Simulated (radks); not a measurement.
Results of a calculation; reference values are marked as such.
Neutral iridium, configuration [Xe] 4f13.5 5d7.5 6s2 (fractional occupations, a model configuration).

Level of theory: Dirac Kohn-Sham, LDA (Slater exchange, Perdew-Wang correlation), spin-unpolarised, spherical densities, point nucleus; open shells are shared between the two j in proportion to 2j + 1 (a radial shooting solver on a logarithmic mesh with Libxc functionals).

Energy parts (eV):
total: -485638.25
kinetic: 553484.02
electron-nucleus: -1218934.08
Hartree: 189019.29
exchange-correlation: -9207.49

Orbitals (lengths in bohr, moments of r in powers of bohr):
orbital	occ.	eigenvalue (eV)	<r^4>
1s1/2	2	-75964.57	4.818e-07
2s1/2	2	-13285.17	0.00007094
2p1/2	2	-12729.11	0.00004238
2p3/2	4	-11103.15	0.00006399
3s1/2	2	-3112.121	0.002598
3p1/2	2	-2862.703	0.002275
3p3/2	4	-2506.790	0.003085
3d3/2	4	-2089.274	0.002064
3d5/2	6	-2012.322	0.002263
4s1/2	2	-667.7530	0.05926
4p1/2	2	-562.5588	0.06374
4p3/2	4	-477.8566	0.08607
4d3/2	4	-305.1553	0.1052
4d5/2	6	-289.3945	0.1154
4f5/2	5.78571	-69.3506	0.2404
4f7/2	7.71429	-66.1724	0.2552
5s1/2	2	-100.0688	1.638
5p1/2	2	-66.5832	2.400
5p3/2	4	-52.5035	3.482
5d3/2	3	-8.6760	20.64
5d5/2	4.5	-7.3702	25.68
6s1/2	2	-6.6215	144.9

The highest occupied level is 6s1/2 at -6.621 eV. Summed over all electrons, <r^2> = 64.87 bohr^2, which gives a Langevin (diamagnetic) susceptibility term of -51.4 x 10^-6 cm^3/mol.
